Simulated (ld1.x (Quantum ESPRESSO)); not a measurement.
## bromine (Br): one change to a TM potential, before and after

| Quantity | Value |
| --- | --- |
| Element | Br (Z = 35) |
| Generator | ld1.x (Quantum ESPRESSO) 7.5 |
| Type | norm-conserving Troullier–Martins (Kleinman–Bylander form) |
| Functional | revPBE |
| Relativity | fully relativistic |
| Frozen core | [Ar] 3d10 |
| Valence charge | 7 |
| Reference configuration | 4s2 4p4 (charge +1) |
| Partial waves | 4p (bound): rc 1.70 bohr; 4s (bound): rc 1.35 bohr |
| Local potential | the s channel |
| Core correction | Bessel-smoothed model core, default radius (core density twice the valence density) |

Open shells are filled in proportion to 2j + 1 (rel_dist='average').

All-electron outer shells of the reference configuration (revPBE, scalar-relativistic, ld1.x):

```json
{"shell": "4s", "level (eV)": "-30.34", "outermost node (bohr)": "0.67", "outermost maximum (bohr)": "1.41"}
{"shell": "4p", "level (eV)": "-17.43", "outermost node (bohr)": "0.70", "outermost maximum (bohr)": "1.62"}
```

Change: scalar-relativistic.

Cutoffs: the cutoffs (Ry, on a coarse ladder) from which the occupation-weighted sum of valence levels, in a spherical-Bessel basis at the reference potential, stays within 10 and 1 mRy of its value at 400 Ry; they do not see the model core or the augmentation charge, which bear on the density cutoff. Errors are all-electron minus pseudo energies relative to the spin-unpolarised reference configuration.

Task: Predict the effect on cutoff, ghosts and configuration errors.

Result: The potential gets neither clearly harder nor softer (45 Ry and 80 Ry → 45 Ry and 70 Ry); of the 7 tests that both files solve, the error grows in 3 and shrinks in 3 by more than 15 % and 0.3 meV (median size 4.2 → 3.8 meV); neither file shows a bound ghost.

| quantity | base | changed |
| --- | --- | --- |
| cutoff, loose | 45 Ry | 45 Ry |
| cutoff, tight | 80 Ry | 70 Ry |
| bound ghosts | none | none |
| error for 4s2 4p5, meV [ΔE -12.52 → -12.52 eV] | +3.3 | -0.1 |
| error for 4s2 4p3, meV [ΔE 22.73 → 22.72 eV] | +3.6 | -8.5 |
| error for 4s2 4p2, meV [ΔE 56.67 → 56.65 eV] | +9.2 | -33 |
| error for 4s1 4p6, meV [ΔE -0.18 → -0.17 eV] | -4.2 | -3.8 |
| error for 4s2 4p4.5, meV [ΔE -7.46 eV] | +1.0 | +0.6 |
| error for 4s2 4p1, meV [ΔE 102.62 → 102.60 eV] | -7.9 | -78 |
| error for 4s2 4p5.3, meV [ΔE -14.47 → -14.47 eV] | +5.0 | -0.9 |
| s: phases at 1.85 bohr within 0.05 rad from the reference energy up to (Ry; the scan ends near 5) | 4.0 | 4.0 |
